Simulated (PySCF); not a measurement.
# State search for MgGe

Unrestricted PBE0; basis Mg cc-pVDZ, Ge cc-pVDZ-PP with ECP10; scalar-relativistic core potentials; PySCF 2.14. Outer shells of the fragments: Mg 3s2; Ge 3d10 4s2 4p2.

Followed along the bond (rough minima from three points):

```
2Ms+1  unpaired  ⟨S²⟩ at the start  R at minimum (Å)  Te (eV)
    3      π ↑↑               2.16              2.60     0.00
    1      π ↑↓               1.01              2.60     0.32
    3  σ ↑, π ↑               2.01              2.90     0.63
    1  σ ↓, π ↑               1.01              2.83     0.77
    1      none               0.00              2.59     1.09
```

Solutions found at the starting distance of 2.515 Å, counted from the lowest of them; the search is not exhaustive and high or unbound solutions are not listed, so other states can lie among these:

```
2Ms+1    unpaired   term  E (eV)  ⟨S²⟩  ⟨Lz²⟩  μ (D)
    3        π ↑↑    ³Σ⁻    0.00  2.16   0.00  -3.05
    1        π ↑↓  mixed    0.32  1.01   2.01  -3.18
    3    σ ↑, π ↑     ³Π    0.85  2.01   1.00   0.08
    1    σ ↓, π ↑  mixed    0.95  1.01   1.00  -0.06
    1        none  mixed    1.09  0.00   2.00  -2.98
    3  σ ↑↑, π ↑↓  mixed    1.76  3.01   2.01  -1.74
    1  σ ↓↓, π ↑↑  mixed    1.88  2.01   0.00  -2.04
    3    σ ↑, π ↑     ³Π    2.41  2.03   1.05  -4.26
    1    σ ↓, π ↑  mixed    2.59  1.12   1.00  -3.91
    3        π ↑↑  mixed    2.97  2.04   2.01   0.33
```

A term symbol is given only where ⟨S²⟩ and ⟨Lz²⟩ are close to those of a pure state; real π, δ and φ orbitals otherwise mix terms. A positive dipole means Mg(−)Ge(+).

Spin–orbit coupling is left out.
